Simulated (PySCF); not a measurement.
C₅H₁₂O₂Si.
Z-matrix (Å and degrees, PBE0-D3(BJ)/def2-SVP geometry), rows numbered from 1:
```
Si
C   1  1.8947
C   2  1.5150  1  112.45
C   3  1.5244  2  114.88  1   168.60
C   4  1.5214  3  109.18  2  -172.56
O   5  1.4072  4  110.45  3    52.55
C   6  1.3875  5  111.42  4   -56.32
O   7  1.3926  6  112.80  5    60.46
H   1  1.4977  2  108.79  3   163.43
H   1  1.4963  2  109.85  3    45.35
H   1  1.4907  2  112.60  3   -76.90
H   2  1.1036  1  108.45  3   121.85
H   2  1.1021  1  109.11  3  -122.02
H   3  1.1133  2  108.86  1   -69.85
H   4  1.1023  3  108.62  2   -53.30
H   4  1.1017  3  110.55  2    65.25
H   5  1.0993  4  111.86  3   171.75
H   5  1.1110  4  109.82  3   -68.77
H   7  1.1156  6  109.81  5   -61.74
H   7  1.0981  6  107.65  5   178.67
```

Linear response at B3LYP/def2-SVPD (PySCF, frozen core in the response, non-relativistic).

Static isotropic polarisability: 95.67 au (14.18 Å³), principal values 83.0, 93.5, 110.6 au.

**Question.** What is the polarisability at 1064 nm and at the sodium D line?

**Answer.** 96.44 au at 1064 nm (+0.8 %), 98.24 au at 589.3 nm (+2.7 %). The rise at 589.3 nm is 3.35 times that at 1064 nm; a pure ω² law gives 3.26. The lowest singlet lies at 176 nm, shorter than both wavelengths.

**Question.** What is the isotropic C6 coefficient between two such molecules, C6 = (3/π)∫α(iω)² dω?

**Answer.** 3783 au (Eh·bohr⁶) by a ten-point quadrature over imaginary frequencies, which is 2260 eV·Å⁶ or 218 J·nm⁶/mol.

**Question.** Which effective excitation energy ω̄ makes London's formula C6 = (3/4)α²ω̄ exact here?

**Answer.** ω̄ = 4·C6/(3α²) = 0.551 Eh = 15.0 eV. A one-pole form α(ω) = α/(1 − ω²/ω̄²) fitted to the 1064 nm value gives 13.1 eV.

**Question.** What molar refraction at the D line follows from R = (4π/3)·N_A·α′, with α′ the polarisability volume?

**Answer.** α′ = 14.56 Å³ gives R = 36.72 cm³/mol, for isolated, non-vibrating species.

**Question.** What n − 1 at the D line would an ideal gas of it have at 273.15 K and 1 atm (2.6868 × 10¹⁹ cm⁻³), by n − 1 = 2π·N·α′?

**Answer.** 24.58 × 10⁻⁴, a formal value whether or not that pressure can be reached.

**Question.** How many electrons N does the Slater–Kirkwood formula C6 = (3/4)·√N·α^(3/2) need to give this C6?

**Answer.** N = (4·C6/3)²/α³ = 29.1; the species has 72 electrons in all.

**Question.** The lowest 6 singlets have (eV, f): 7.05, 0.002; 7.29, 0.023; 7.43, 0.009; 7.53, 0.001; 7.61, 0.028; 7.72, 0.027. What share of the static polarisability do they carry in the sum over states α = Σ f/ω²?

**Answer.** 1.19 au, 1.2 % of α; the largest term, 0.36 au, is that of the state at 7.61 eV. Their oscillator strengths add up to 0.09. Higher states carry the rest.

One conformer stands for the species.
